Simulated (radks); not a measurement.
Species: As. Configuration: [Ar] 3d10 4s2 4p3. All-electron calculation, non-relativistic Kohn-Sham, LDA (Slater exchange, Perdew-Wang correlation), spin-polarised, spherical densities, point nucleus; open shells are filled with parallel spins first; hard spherical wall at 5 bohr. Program: a radial shooting solver on a logarithmic mesh with Libxc functionals.

Radial electron density D(r) = 4 pi r^2 rho(r):

```
   r/bohr * D(r) (the largest magnitude, 46.9, reaches the edge; | marks zero)
 0.001732 |*
 0.002237 | *
  0.00289 |  *
 0.003733 |   *
 0.004861 |     *
 0.006279 |        *
 0.008111 |             *
  0.01048 |                   *
  0.01353 |                          *
  0.01748 |                                  *
  0.02258 |                                         *
  0.02917 |                                              *
  0.03799 |                                             *
  0.04907 |                                         *
  0.06338 |                                      *
  0.08188 |                                       *
   0.1058 |                                               *
   0.1366 |                                                      *
   0.1765 |                                                   *
    0.228 |                                      *
   0.2968 |                            *
   0.3834 |                               *
   0.4953 |                                   *
   0.6398 |                             *
   0.8265 |                 *
    1.068 |       *
    1.379 |    *
    1.781 |   *
     2.32 |  *
    2.996 |*
    3.871 *
```

D(r) has 3 maxima, at r = 0.0329, 0.146, 0.495 bohr, and minima at 0.0681, 0.314 bohr, inside which lie 2.08, 11.01 electrons.
